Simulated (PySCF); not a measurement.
These are B3LYP-D3(BJ)/def2-TZVP // PBE0-D3(BJ)/def2-TZVP run with PySCF values and carry that method's errors. Gas-phase values, no solvent. One relaxed conformer stands for a flexible species; it need not be the lowest. B3LYP has the VWN-RPA correlation part, as in Gaussian. Excitations are Tamm–Dancoff values on a coarser integration grid. The basis has no diffuse functions, so Rydberg states are missing or too high.

Reference species (SMILES): `B(C)(C)C` (neutral, multiplicity 1).

```
Quantity           Result
---------------  --------
HOMO             -8.30 eV
S1–T1 gap (TDA)   0.52 eV
```

Changed species: `CB(O)C` (C–B–O–H torsion 178°) (1 of 3 CH3 replaced by OH; the reference has 0 of 3 CH3 replaced by OH).

Problem. Predict the effect on the HOMO and S1–T1 gap (TDA).

Solution. the HOMO rises by 0.09 eV, to -8.21 eV; the S1–T1 gap (TDA) hardly moves.
